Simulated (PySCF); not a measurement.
## Electronic absorption of C3H6O5S

C3H6O5S.
SMILES: `C(COS(=O)(C)=O)(O)=O`

Method: TDDFT PBE0/def2-SVPD, vertical, gas phase, core orbitals frozen in the response (PySCF 2.14.0, density-fitted response routines). Geometry: GFN2-xTB, one conformer, isolated molecule. Torsions of this conformer, `[CH3:1][S:2](=[O:3])(=[O:4])[O:5][CH2:6][C:7](=[O:8])[OH:9]`: C1–S2–O5–C6 -125°, S2–O5–C6–C7 53°, O5–C6–C7–O8 -154°, H–O9–C7–C6 -179°.

| state | E (eV) | E (hartree) | f | \|μ\| (D) | main configurations (H = HOMO, L = LUMO) |
| --- | --- | --- | --- | --- | --- |
| S1 | 5.89 | 0.2163 | 0.0005 | 0.15 | H→L (92%) |
| S2 | 7.38 | 0.2712 | 0.027 | 0.98 | H→L+1 (88%) |
| S3 | 7.68 | 0.2821 | 0.0071 | 0.49 | H-1→L (93%) |
| S4 | 8.01 | 0.2943 | 0.035 | 1.07 | H→L+2 (47%), H-3→L (34%) |
| S5 | 8.02 | 0.2948 | 0.0089 | 0.54 | H-3→L (38%), H→L+2 (30%), H-2→L (13%) |
| S6 | 8.13 | 0.2989 | 0.043 | 1.18 | H-2→L (53%), H-1→L+1 (14%), H-3→L (12%) |

Triplets (Tamm–Dancoff): T1 5.35 eV, H→L (91%); T2 6.21 eV, H-4→L (40%), H-2→L (24%), H-3→L (12%).

The lowest singlet comes at 211 nm (568 kJ/mol) in the ultraviolet; it is very weak; its leading configuration is HOMO→LUMO (92%). The strongest level in the table is S6 at 8.13 eV (152 nm, f = 0.043). It is the last of those listed, so stronger ones may follow. S1 has the pattern of n→π* at C=O. Orbital energies (eV): HOMO-3 -9.66, HOMO-2 -9.54, HOMO-1 -9.23, HOMO -8.50, LUMO -0.36, LUMO+1 0.01, LUMO+2 0.60. Weighted by f, the mean energy of these states is 7.89 eV. The listed states span 2.25 eV, and the widest gap between neighbours is 1.49 eV (S1 to S2). Singlets were solved by full linear response, triplets in the Tamm–Dancoff approximation.

On one thread, Arm Neoverse N1 (aarch64), on a shared host, this took 1.8 min wall and 1.0 GiB of memory at its peak.
